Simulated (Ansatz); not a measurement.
PBE exchange is replaced step by step with exact exchange (0 % is PBE, 25 % PBE0; no dispersion term), basis def2-TZVP, Ansatz. System: the cluster ReO3⁺. The state is a singlet with charge 1. Geometry: r2SCAN-D4/def2-TZVP.

Geometry of the singlet:

```xyz
4

Re   -0.223    0.151   -0.730
O     1.374    0.164   -1.124
O    -0.604   -0.858    0.791
O    -0.547    0.543    1.064
```

In the def2 sets Re takes a core potential; there is no spin–orbit coupling. The structure holds one bond between oxygen atoms, so isomers without such links may lie far lower. At PBE-D4/def2-TZVP, PBE0-D4/def2-TZVP the restricted singlet is unstable: a solution with broken spin symmetry lies lower. The restricted singlet is unstable towards broken spin symmetry at other levels; at PBE with 5 % exact exchange/def2-TZVP, PBE with 10 % exact exchange/def2-TZVP, PBE with 15 % exact exchange/def2-TZVP, PBE with 35 % exact exchange/def2-TZVP and others this wasn't settled. The geometry of the singlet was relaxed on an unsound state (restricted singlet, unstable towards broken spin symmetry). At PBE0-D4/def2-TZVP a triplet of charge 1 lies 0.19 eV below the restricted singlet, each at its own geometry. That triplet is doubtful there (⟨S²⟩ 2.35, where a pure state has 2.00). The structure comes from a short search, and lower isomers may exist.

```json
{"exact exchange (%)": "0", "HOMO (eV)": "-12.27", "LUMO (eV)": "-11.83", "gap (eV)": "0.44"}
{"exact exchange (%)": "5", "HOMO (eV)": "-12.62", "LUMO (eV)": "-11.67", "gap (eV)": "0.94"}
{"exact exchange (%)": "10", "HOMO (eV)": "-12.97", "LUMO (eV)": "-11.52", "gap (eV)": "1.45"}
{"exact exchange (%)": "15", "HOMO (eV)": "-13.32", "LUMO (eV)": "-11.36", "gap (eV)": "1.96"}
{"exact exchange (%)": "25", "HOMO (eV)": "-14.03", "LUMO (eV)": "-11.04", "gap (eV)": "2.99"}
{"exact exchange (%)": "50", "HOMO (eV)": "-15.84", "LUMO (eV)": "-10.24", "gap (eV)": "5.60"}
```

(1) Estimate the row for 35 %.

Answers

(1) 
```tsv
exact exchange (%)	HOMO (eV)	LUMO (eV)	gap (eV)
35	-14.75	-10.72	4.03
```
